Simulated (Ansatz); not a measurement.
A nudged elastic band was laid between two geometries of BH5N2 + H2O (11 atoms, charge 0, multiplicity 1).

All numbers below come from RHF/def2-SVP in Ansatz 0.2.0.

- movable images: 5
- climbing image: yes
- spring: 5.0 eV/Å²
- optimiser: quadratic models (default)
- start path: through a guess of the saddle point
- force threshold: 0.05 eV/Å
- iteration limit: 60
- end points: relaxed

Initial state:

```xyz
11
Properties=species:S:1:pos:R:3
B 0.096 -0.516 -0.330
H 0.100 -1.244 0.630
N 1.311 -0.236 -0.978
H 2.183 -0.582 -0.640
H 1.402 0.383 -1.757
N -1.145 0.049 -0.740
H -2.010 -0.311 -0.391
H -1.252 0.548 -1.600
O -0.700 2.475 1.290
H -0.943 1.810 0.659
H -0.522 2.000 2.088
```

Final state:

```xyz
11
Properties=species:S:1:pos:R:3
B -0.103 0.467 -0.765
H -0.021 0.681 3.714
N 1.174 -0.003 -1.160
H 1.328 -0.667 -1.886
H 2.003 0.317 -0.707
N -1.296 0.034 -1.412
H -1.300 -0.620 -2.166
H -2.211 0.317 -1.133
O -0.142 1.366 0.276
H -0.999 1.694 0.487
H 0.086 0.791 2.982
```

Question: Which bonds break or form, and what moves?

Answer: Bonds broken: B1–H2, O9–H11. Bonds formed: B1–O9, H2–H11. BH5N2 + H2O becomes BH5N2O + H2.

Question: Give the energies along the band, and the barrier.

Answer: The run ended unconverged. The highest image is number 3 of 0 to 6, 0.204 eV above the first end and 0.911 eV above the last; the last end lies 0.707 eV below the first. The band didn't meet its force threshold, so its energies are provisional: the largest band force was still 0.44 eV/Å, and over the last iterations the top moved between 0.17 and 0.28 eV. Neighbouring images lie up to 2.4 Å apart, so the band is torn or far too coarse. The orbitals stay closed-shell, which can raise the energy where a bond breaks towards radicals; this wasn't checked here.

```csv
image,path coordinate (Å),energy (eV),B1–H2 (Å),O9–H11 (Å),B1–O9 (Å)
0,0.00,0.000,1.21,0.94,3.49
1,2.36,0.003,1.20,0.94,3.42
2,4.72,0.002,1.20,0.94,3.39
3,7.07,0.204,1.21,0.95,2.98
4,9.45,-0.201,2.45,2.12,1.39
5,11.82,-0.634,3.11,2.68,1.38
6,14.20,-0.707,4.48,2.78,1.38
```

The run took 5.5 min on 1 thread of Arm Neoverse V2, on a shared host, peak memory 0.17 GiB.
